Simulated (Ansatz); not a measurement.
Isolated molecules relaxed with PBE0-D4/def2-TZVP in Ansatz; ΔE leaves out vibrations. CCSD(T)/CBS adds triple-zeta CCSD(T) − MP2 to the extrapolated MP2 energy (def2 sets, frozen cores). This one scheme is used for every species. Functionals use def2-TZVPP. def2 core potentials past Kr. For Te outer-core shells are correlated without core-valence functions, which leaves a few kJ/mol of doubt a bond. Each species was taken in one conformer, which may not be the lowest.

Consider the formal exchange of groups at a C–Te bond: `BNC[TeH]` + CH₄ → `BNCC` + H₂Te.

CCSD(T)/CBS gives +10.6 kJ/mol.

Problem. Another level gave +4.0 kJ/mol. Which?
A. MP2/def2-TZVPP
B. PBE0/def2-TZVPP
C. HF/def2-TZVPP
D. r2SCAN/def2-TZVPP

Solution. B. PBE0 4.0, MP2/def2-TZVPP 13.4, r2SCAN 8.9, HF/def2-TZVPP -7.8 kJ/mol.

Largest T1 diagnostic among the species: 0.012.

In def2-TZVPP, CCSD(T) changes the Hartree–Fock value by +13.8 kJ/mol (the triples alone add +4.0 kJ/mol) and MP2 by +21.2 kJ/mol. From PBE to PBE0 (25 % exact exchange), in def2-TZVPP and without D4, ΔE moves by −5.6 kJ/mol.
